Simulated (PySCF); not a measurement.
# Electron correlation in Ta²⁺ (tantalum, charge +2)

[Xe] 4f14 5d2 6p1, one real determinant (an excited configuration). All numbers are calculated (PySCF 2.14, scalar relativity through the core potential, in def2-QZVPPD with the def2 core potential (60 electrons) (7s6p4d3f2g, 84 functions)). Frozen: 5s2 5p6; 3 electrons correlated.

```tsv
level	correlation energy (mhartree)
CCSD	-17.70
(T)	-0.84
CCSD(T)	-18.54
```

Diagnostics: T1 = 0.023, D1 = 0.0529, largest double amplitude 0.223.

The real determinant used has ⟨L²⟩ near 14 against 20 for a pure G term, so it mixes terms. Spin-orbit coupling, absent here, splits the open shell strongly. A double-excitation amplitude exceeds 0.15, a sign of near-degeneracy.

Cost of the coupled-cluster step: of the order of 15 core-seconds, for 3 correlated electrons.

The reference is one real determinant that mixes LS terms of this configuration.
